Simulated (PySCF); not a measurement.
HO3S, SMILES [O-][SH](=O)=O, charge -1. Atoms are numbered in the order given.

```xyz
5

S      0.0000     0.0000     0.1749
O     -1.2573    -0.7259    -0.1815
O      0.0000     1.4518    -0.1815
O      1.2573    -0.7259    -0.1815
H      0.0000     0.0000     1.5584
```
Charge -1, spin multiplicity 1.

Geometry: B3LYP-D3(BJ)/def2-SVPD.

Level of theory: PBE/pcSseg-2 run with PySCF.

GIAO shieldings, no solvent; atoms alike by connectivity are averaged. δ = σ(ref) − σ: ³³S against H2S (σ = 705.0 ppm); ¹⁷O against H2O (σ = 327.5 ppm); ¹H against TMS (σ = 31.47 ppm), references at their B3LYP-D3(BJ)/def2-TZVP geometries, non-relativistic.

| atoms | nucleus | count | δ (ppm) |
|---|---|---|---|
| S1 | ³³S | 1 | … |
| O2, O3, O4 | ¹⁷O | 3 | 289.6 |
| H5 | ¹H | 1 | 12.02 |

Q: Fill in the missing entries. (Estimate from the structure and the level; the computed values follow.)

A: 
- S1, δ (ppm): 553.3
